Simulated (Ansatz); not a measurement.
C$_{10}$H$_{12}$O$_{2}$Ti, SMILES `[OH][Ti]12345678([OH])([C@H]9[C@@H]1[C@@H]2[C@@H]3[C@H]94)[C@H]1[C@@H]5[C@@H]6[C@@H]7[C@H]18`. Charge 0, multiplicity 1. All single points use the PBE0-D4/def2-TZVP geometry. It is one conformer, not always the lowest.

```xyz
25

O    -1.181    1.786   -0.487
Ti   -0.316    0.259    0.183
O    -1.173    0.145    1.850
C     1.531    0.097    1.725
C     1.991   -0.356    0.482
C     1.951    0.732   -0.423
C     1.501    1.861    0.287
C     1.224    1.471    1.605
C    -0.357   -2.034   -0.502
C     0.002   -1.276   -1.643
C    -1.088   -0.465   -1.984
C    -2.134   -0.730   -1.072
C    -1.686   -1.709   -0.173
H    -0.989    2.591   -0.001
H    -2.112   -0.046    1.796
H     1.371   -0.507    2.604
H     2.305   -1.361    0.248
H     2.230    0.711   -1.465
H     1.346    2.841   -0.139
H     0.791    2.085    2.378
H     0.265   -2.747    0.016
H     0.954   -1.307   -2.148
H    -1.109    0.282   -2.762
H    -3.082   -0.216   -1.041
H    -2.234   -2.110    0.665
```

Q: What is the dipole moment at B3LYP/def2-TZVPP? (Best estimate.)

A: Ansatz gave: 1.14 D, with components (0.81, -0.66, -0.47) D in this frame, pointing from negative to positive charge.

Q: And with PBE, r2SCAN, ωB97M-V? (An estimate is asked.)

A: The calculation gave: PBE 0.92 D, r2SCAN 0.99 D, ωB97M-V 1.19 D.

Q: Give the Mulliken charges with B3LYP, r2SCAN, ωB97M-V in def2-TZVPP. (An estimate is asked.)

A: The calculation gave: 
| atom | B3LYP | r2SCAN | ωB97M-V |
| --- | --- | --- | --- |
| O1 | -0.39 | -0.39 | -0.33 |
| Ti2 | 0.39 | 0.32 | 0.21 |
| O3 | -0.39 | -0.39 | -0.33 |
| C4 | -0.07 | -0.05 | -0.06 |
| C5 | -0.19 | -0.15 | -0.19 |
| C6 | -0.09 | -0.06 | -0.07 |
| C7 | -0.18 | -0.15 | -0.18 |
| C8 | -0.09 | -0.07 | -0.09 |
| C9 | -0.09 | -0.06 | -0.07 |
| C10 | -0.19 | -0.15 | -0.19 |
| C11 | -0.07 | -0.05 | -0.06 |
| C12 | -0.10 | -0.07 | -0.09 |
| C13 | -0.18 | -0.14 | -0.18 |
| H14 | 0.16 | 0.18 | 0.15 |
| H15 | 0.16 | 0.18 | 0.15 |
| H16 | 0.14 | 0.11 | 0.14 |
| H17 | 0.13 | 0.10 | 0.13 |
| H18 | 0.13 | 0.11 | 0.13 |
| H19 | 0.12 | 0.09 | 0.13 |
| H20 | 0.13 | 0.11 | 0.14 |
| H21 | 0.13 | 0.11 | 0.13 |
| H22 | 0.13 | 0.10 | 0.13 |
| H23 | 0.14 | 0.11 | 0.14 |
| H24 | 0.13 | 0.11 | 0.14 |
| H25 | 0.12 | 0.09 | 0.13 |

B3LYP here is the variant with VWN-RPA as its local correlation; programs differ in this.
